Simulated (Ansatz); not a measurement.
Harmonic frequencies (cm⁻¹) at PBE0-D4/def2-TZVP from Ansatz: 92, 110, 147, 237, 403, 420.

(1) Which molecule is it?
A. `[Cl][Ge]([Cl])[I]`•
B. `[F][GeH2]`•
C. `F[C](Cl)I`•
D. `[Cl][Zn]`•

## Answers

(1) A.
